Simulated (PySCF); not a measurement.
## Ionisation energy of Yb⁴¹⁺ by level of theory

Yb⁴¹⁺ [Ar] 3d10 4s1 [4s1/2^1, M_J = 1/2] → Yb⁴²⁺ [Ar] 3d10, as a difference of total energies. Computed with PySCF 2.14 in an uncontracted even-tempered set (16 s from 5 bohr⁻², ratio 2.8; 13 p from 6.5 bohr⁻², ratio 2.8; 8 d from 12 bohr⁻², ratio 2.8; 4 f from 26 bohr⁻², ratio 3), with the two-component X2C-1e Hamiltonian. Correlated levels: [Ne] frozen; the 72 highest virtual spinors dropped. "Screened" scales the spin-orbit matrix elements by Boettger's factors to mimic the two-electron term; Breit and QED terms are absent.

```
                    method  ionisation energy (eV)
           GHF (spin-free)                  2020.1
          GMP2 (spin-free)                  2021.3
 GHF (screened spin-orbit)                  2019.9
GMP2 (screened spin-orbit)                  2021.1
```

Breit and QED terms and the two-electron picture change are absent.

For comparison: 2036.4 ± 1 eV (semi-empirical (NIST evaluation); NIST Atomic Spectra Database, ionization energies).
